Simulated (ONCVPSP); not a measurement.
# oxygen, ONCV: configuration errors across variants

oxygen (O), optimised norm-conserving Vanderbilt (ONCV), made with ONCVPSP 4.0.1 (PBE, scalar-relativistic). Core [He], reference 2s2 2p1 (charge +3). Waves: 2s: rc 0.85 bohr, ncon 3, nbas 8, qcut 8.7 1/bohr, 2 projectors, debl 3.7 Ha; 2p: rc 1.80 bohr, ncon 5, nbas 9, qcut 9 1/bohr, 2 projectors, debl 1.9 Ha; d scattering state at 0.28 Ha: rc 1.80 bohr, ncon 4, nbas 9, qcut 5.2 1/bohr, 3 projectors, debl 3.3 Ha. Local part: polynomial inside 0.85 bohr (lpopt 4, dvloc0 6 Ha). Core correction: Teter function, fcfact 5, rcfact 1.25.

In the p channel the program set the typed energies aside and used -2.387, 0.050 Ha. In the d channel the program set the typed energies aside and used 0.050, 3.350, 6.650 Ha.

All-electron excitation energies from the reference (eV): (1) 2s2 2p4 -103.885; (2) 2s2 2p3 -87.455; (3) 2s2 2p2 -53.869; (4) 2s0 2p6 -73.949.

2 further variants failed, have other tests or another functional or relativity, and are left out.

Errors AE − PS in meV (a dash: test not solved or not reliable):

| change | (1) | (2) | (3) | (4) | bound ghosts | GHOST(+) flags above zero |
| --- | --- | --- | --- | --- | --- | --- |
| base | +1391 | +925 | +329 | +2599 | none | none |
| local potential polynomial inside 0.85 bohr (lpopt 4, dvloc0 2 Ha) | +1391 | +925 | +329 | +2599 | none | none |
| core correction Teter function, fcfact 5, rcfact 1.22 | +1391 | +925 | +329 | +2599 | none | none |
| s: nproj 0; local potential the s channel | +1415 | +942 | +335 | +2593 | none | none |

Give the same row for: s: qcut 8.4.

+1396, +928, +332, +2618; bound ghosts: none; GHOST(+) flags above zero: none.
